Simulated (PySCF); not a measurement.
## Structure revision by computed shifts

A compound C5H7BO2 gives the data below (simulated from a calculation) and was assigned the structure `C=CC1=[O+][BH2-]OC=C1`.

¹³C{¹H} NMR (computed): δ 186.8 (CH), 185.8 (CH), 151.6 (CH), 129.5 (CH2), 106.6 (CH).

¹H NMR (400 MHz, computed): δ 7.89 (dd, J = 4.1, 2.8 Hz, 1H), 7.66 (dd, J = 4.1, 2.8 Hz, 1H), 6.20 (dd, J = 20.8, 14.8 Hz, 1H), 5.80 (dd, J = 14.8, 4.2 Hz, 1H), 5.44 (t, J = 4.1 Hz, 1H), 5.41 (dd, J = 20.8, 4.2 Hz, 1H), 4.31 (br, 1H).

[PySCF 2.14: couplings computed with B3LYP/pcJ-1 (spin–dipole term only in couplings to heteroatoms); PBE0/pcSseg-1 with gauge-including orbitals; geometry from PBE0-D3(BJ)/def2-SVP; non-relativistic Hamiltonian; no solvent; single conformer]

Referencing at the same level of theory: ¹H (σ = 31.27 ppm), ¹³C (σ = 184.41 ppm) vs TMS.

Question: Compare with the shifts computed for the proposed structure, pairing carbons in order of shift.

Answer: Numbering as in the mapped SMILES `[CH2:1]=[CH:2][C:3]1=[O+:4][BH2-:5][O:6][CH:7]=[CH:8]1`. Each H is labelled by its parent atom.

```csv
atom,computed for proposal,given list,difference
C7,185.6,186.8,-1.2
C3,182.5,185.8,-3.3
C1,143.5,151.6,-8.1
C2,139.0,129.5,+9.5
C8,101.0,106.6,-5.6
```

The rms difference is 6.4 ppm and the largest +9.5 ppm at C2 (α carbon of a C=C–C=O unit). The carbon types in order of shift don't match either: CH, C, CH2, CH, CH for the proposal against CH, CH, CH, CH2, CH in the data. The proposal doesn't fit.

Question: Which isomer fits?

Answer: SMILES C=C[B@@H-]1OC=CC=[O+]1.

δC 185.8: alkene carbon bearing oxygen; an sp2 carbon further deshielded by the attached heteroatom. δC 151.6: alkene CH; an sp2 carbon of a C=C bond. δC 129.5: terminal =CH2 carbon; as expected for a trigonal carbon in a double bond. δC 106.6: β carbon of an enol-ether or enamine type C=C; the O or N lone pair pushes π density onto this β carbon and shields it. The protons at 5.41 and 6.20 share a coupling of 20.8 Hz (vicinal, trans across C=C). The protons at 5.80 and 6.20 share a coupling of 14.8 Hz (vicinal, cis across C=C). The protons at 5.80 and 5.41 share a coupling of 4.2 Hz (geminal). The protons at 5.44 and 7.89 share a coupling of 4.1 Hz (vicinal).

Other isomers checked: OB(O)C1=CCC=C1 (rms 34.8 ppm).

This is the structure that produced the data.

Hydrogens on boron are broadened and split by ¹¹B (spin 3/2, 80 %) and 10B (spin 3). A carbon bonded to boron is broadened by the quadrupolar boron nucleus and is often missing from a measured spectrum. Multiplet labels drop couplings under 1 Hz and merge nearly equal ones. Unscaled 3J(H,H) at this level run about 10 % above measured values. Shifts are as computed. Against solution values, carbons near 30 ppm lie about +2 ppm off and those near 130 ppm about +5 ppm. Of 1309 compounds with measured shifts, 239 miss one by over three times the rms of a fit or turn the order of signals round; such compounds aren't used in these exercises. Only one conformer was computed, so three-bond couplings in flexible chains and rings are approximate.
